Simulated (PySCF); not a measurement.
**Radial density of Mn (manganese, neutral)**

UHF, [Ar] 3d7, high-spin 4F determinant (an excited configuration). Computed with PySCF 2.14 in x2c-TZVPPall, with the spin-free X2C one-electron Hamiltonian (Gaussian nucleus).

```
r (bohr)  4πr²ρ (e/bohr)  4πr²(ρα − ρβ)
 0.00106          0.2001         0.0000
 0.00179          0.5087         0.0000
 0.00301           1.279         0.0000
 0.00506           3.099        -0.0001
 0.00851           7.036        -0.0002
  0.0143           14.29        -0.0004
  0.0241           24.13        -0.0005
  0.0405           30.08        -0.0001
  0.0681           25.65         0.0025
   0.115           24.50         0.0213
   0.193           33.18         0.1601
   0.324           19.44         0.8219
   0.545           12.42         2.2130
   0.917           13.52         2.6039
    1.54           4.189         1.2318
    2.60          0.8470         0.1383
    4.37          0.1744        -0.0883
    7.34        0.005875        -0.0044
```

Densities and radii are taken from the X2C orbitals without a picture-change correction, which distorts them close to the nucleus.

⟨S²⟩ = 3.94 against 3.75 shows spin contamination.

(1) Where is the radial spin density 4πr²(ρα − ρβ) most negative, and why is it negative at all?

## Answers

(1) Around r = 4.37 bohr, down to -0.0883 e/bohr: exchange with the open shell polarises the paired shells in an unrestricted calculation.
